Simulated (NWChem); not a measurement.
Molecule: CH3CdFS; SMILES C[S][Cd][F]

```xyz
7

Cd     0.0836    -0.5785    -0.0007
F     -0.3189    -2.4859     0.0020
S      0.5962     1.7046     0.0010
C     -1.0773     2.4760     0.0001
H     -1.6627     2.2135    -0.9015
H     -0.8980     3.5688    -0.0101
H     -1.6559     2.2286     0.9102
```
Atoms are numbered in this order, from 1.

Results from NWChem. The geometry was optimised at PBE-D3(BJ)/def2-SVP (def2 core potentials past Kr).

For level Hartree-Fock/3-21G, non-relativistic:

```yaml
highest occupied level (eV): -9.56
orbital gap (eV): 10.47
dipole (D): 1.85
```

Estimate the same quantities for level Hartree-Fock/STO-3G, non-relativistic.


- highest occupied level (eV) = -5.95
- orbital gap (eV) = 14.35
- dipole (D) = 0.40
